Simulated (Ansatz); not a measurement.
Ansatz (a first-principles code) input for C₂H₉FOSi₂, SMILES C[SiH2]CO[SiH2]F, CAM-B3LYP/def2-SVPD. The structure is a stationary point at r2SCAN-D4/def2-SVP. The structure was generated by enumeration, and PubChem lists no compound with its InChIKey, so it may never have been made. Other conformers were not sampled.

Ansatz 0.2 input:
```yaml
crystal:
  periodic: [false, false, false]
  atoms:
    - {symbol: C, position_ang: [2.83925231, -0.31715269, 0.25631534]}
    - {symbol: Si, position_ang: [1.85290919, 0.17168567, -1.25982339]}
    - {symbol: C, position_ang: [0.09519237, 0.66034522, -0.72595354]}
    - {symbol: O, position_ang: [-0.45526532, -0.44306914, 0.00763731]}
    - {symbol: Si, position_ang: [-2.00178521, -0.46514392, 0.58358719]}
    - {symbol: F, position_ang: [-2.17887966, 0.65907712, 1.74296417]}
    - {symbol: H, position_ang: [2.97170973, 0.54003810, 0.93564191]}
    - {symbol: H, position_ang: [3.83680468, -0.70063621, -0.00841091]}
    - {symbol: H, position_ang: [2.29908454, -1.10516029, 0.80441053]}
    - {symbol: H, position_ang: [2.46542554, 1.34143248, -1.96713331]}
    - {symbol: H, position_ang: [1.75463003, -0.96878237, -2.22131109]}
    - {symbol: H, position_ang: [0.12377653, 1.56840725, -0.09192249]}
    - {symbol: H, position_ang: [-0.53604443, 0.90471404, -1.60373608]}
    - {symbol: H, position_ang: [-2.97253945, -0.11456723, -0.48872487]}
    - {symbol: H, position_ang: [-2.21321121, -1.80332612, 1.17854644]}
basis:
  gaussian:
    orbitals: def2-SVPD
hamiltonian:
  xc: {name: CAM-B3LYP}
```

It prints:

```
WARN ansatz: RAYON_NUM_THREADS=2 ignored (pool sized by the plan → 2); use --threads N
Functional definition: CAM-B3LYP
integrals: 0.21 GiB planned
1758 factors; their error is unknown
integrals: 0.24 GiB planned
776 factors; integrals over basis functions are off by at most 2.2e-5 eV
mean field: 2.02 GiB planned
mean field evaluation 1: about -22723.1409 eV, gradient 6.2e1 eV
mean field evaluation 2: about -22719.6988 eV, gradient 7.7e1 eV
mean field evaluation 4: about -22730.4308 eV, gradient 2.8e0 eV
mean field evaluation 8: about -22730.4469 eV, gradient 3.0e-2 eV
mean field evaluation 16: about -22730.5341 eV, gradient 2.5e-5 eV
mean field -22730.53405921 eV, -835.3317193667 hartree, gradient 2.5e-5 eV, S^2 0.000000; 0 other end points of the search recorded, 0 dependent functions left out
reference -22730.53423035 eV, -835.3317256560 hartree; 33, 33 occupied and 173, 173 virtual orbitals, 1758 factors
Total energy: -22730.53423035 eV, -835.3317256560 hartree
```

Self-consistency was reached.
